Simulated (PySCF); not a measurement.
# HZrN + F₂ → FZrN + HF

Level: PBE0 in the def2-TZVP basis family, computed in PySCF with density fitting; scalar-relativistic core potentials for atoms from Rb on, none lighter, no spin–orbit coupling; open shells unrestricted.

```tsv
species	state and structure	ZPE (kJ/mol)	H(298 K) − H(0) (kJ/mol)	S° (J/(mol K))
HZrN	singlet, Cs, Zr–H 1.897 Å, Zr–N 1.691 Å; H–Zr–N 106.2°	18.5	10.6	253.6
F₂	singlet, D∞h, F–F 1.376 Å	6.6	8.7	201.9
FZrN	singlet, Cs, Zr–F 1.960 Å, Zr–N 1.696 Å; F–Zr–N 108.8°	11.3	11.7	277.5
HF	singlet, C∞v, H–F 0.920 Å	24.9	8.7	173.6
```

(1) Is the gas-phase reaction uphill or downhill in electronic energy at this level, and by how much?

(2) Add zero-point, thermal and entropy terms for 298.15 K and 1 bar.

Results:

(1) At PBE0/def2-TZVP, ΔE = -718.3 kJ/mol, downhill. 

(2) ΔZPE = 11.1 and Δ[H(298) − H(0)] = 1.1 kJ/mol give ΔH° = -706.1 kJ/mol. ΔS° = -4.4 J/(mol K), so ΔG° = -706.1 − 298.15 × (-0.0044) = -705 kJ/mol.

Only the bonding shown was studied: isomers, or loss of a ligand pair, can lie lower.
